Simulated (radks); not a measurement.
The numbers below are computed, except where a source is named.
Question: All-electron atom: Fe3+ in [Ar] 3d3 4p2 (not the ground configuration). Level of theory: non-relativistic Kohn-Sham, PBE, spin-polarised, spherical densities, point nucleus; open shells are filled with parallel spins first (a radial shooting solver on a logarithmic mesh with Libxc functionals). Some entries of the table are withheld. Estimate them.

| orbital | occ. | eigenvalue (eV) | r(max) (bohr) | <r> (bohr) |
|---|---|---|---|---|
| 1s up | 1 | -6992.492 | 0.03896 | 0.05915 |
| 1s down | 1 | -6992.362 | 0.03896 | 0.05915 |
| 2s up | 1 | -869.2738 | 0.2254 | 0.2702 |
| 2s down | 1 | -867.1544 | 0.2252 | 0.2698 |
| 2p up | 3 | -758.3164 | (1) | 0.2370 |
| 2p down | 3 | -756.6564 | (2) | 0.2365 |
| 3s up | 1 | -150.1167 | 0.6985 | 0.7933 |
| 3s down | 1 | -145.6241 | 0.6999 | 0.7960 |
| 3p up | 3 | -117.0934 | 0.7015 | 0.8181 |
| 3p down | 3 | -112.6328 | 0.7035 | 0.8220 |
| 3d up | 3 | (3) | 0.6583 | 0.8792 |
| 3d down | 0 | (4) | 0.6641 | 0.8885 |
| 4p up | 2 | -30.7255 | 2.104 | 2.321 |

Answer: 
(1) 2p up r(max) (bohr): 0.1812
(2) 2p down r(max) (bohr): 0.1810
(3) 3d up eigenvalue (eV): -63.0106
(4) 3d down eigenvalue (eV): -58.5189
